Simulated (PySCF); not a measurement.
## How methods differ on the electron affinity of Ba

Ba- [Xe] 5d1 6s2 (2D) → Ba [Xe] 6s2 (1S), as a difference of total energies. Calculation: PySCF 2.14, in aug-cc-pwCVTZ-X2C with one added diffuse shell each of s, p, d, f type (12s11p9d5f, 125 functions); the spin-free X2C one-electron Hamiltonian (Gaussian nucleus). Correlated levels: valence and next inner shell: [Kr] 4d10 frozen. The calculations carry no spin-orbit coupling.

| method | electron affinity (eV) |
| --- | --- |
| UHF | -0.358 |
| MP2 (valence and next inner shell) | -0.337 |
| SCS-MP2 (valence and next inner shell) | -0.341 |
| CCSD (valence and next inner shell) | -0.316 |
| CCSD(T) (valence and next inner shell) | -0.307 |

The configuration of this anion was assumed by filling the next shell in order. It is not the known or likely ground configuration (Ca⁻, Sr⁻ and Ba⁻, for instance, bind a p electron), so these values are not the electron affinity of the element.

A negative affinity means that the anion lies above the atom at that level of theory.

The coupled-cluster amplitudes are large for Ba- (T1 above 0.03 or a double amplitude above 0.15), so a single reference is strained.
